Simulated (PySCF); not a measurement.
# Rh(29+): ionisation energy

Rh(29+) [Ne] 3s2 3p4 (3P) → Rh(30+) [Ne] 3s2 3p3 (4S), as a difference of total energies. Computed with PySCF 2.14 in an uncontracted even-tempered set (18 s from 3.6 bohr⁻², ratio 2.5; 12 p from 4.7 bohr⁻², ratio 2.5; 5 d from 23 bohr⁻², ratio 2.7; 4 f from 34 bohr⁻², ratio 2.7), with scalar relativity by spin-free X2C-1e. Correlated levels: outer shells: 1s2 frozen; virtual orbitals above 40 to 60 times the deepest correlated orbital energy dropped. The calculations carry no spin-orbit coupling.

```json
{"method": "UHF", "ionisation energy (eV)": "1680.7"}
{"method": "MP2 (outer shells)", "ionisation energy (eV)": "1681.7"}
{"method": "SCS-MP2 (outer shells)", "ionisation energy (eV)": "1681.7"}
{"method": "CCSD (outer shells)", "ionisation energy (eV)": "1681.7"}
{"method": "CCSD(T) (outer shells)", "ionisation energy (eV)": "1681.7"}
```

Spin-orbit coupling is strong in these open shells (close to jj coupling). The scalar numbers leave it out and a first-order estimate fails, so it can dominate the gap to the real levels.

Breit and QED terms and the two-electron picture change are absent.

For comparison: 1677.6 ± 2.2 eV (semi-empirical (NIST evaluation); NIST Atomic Spectra Database, ionization energies).
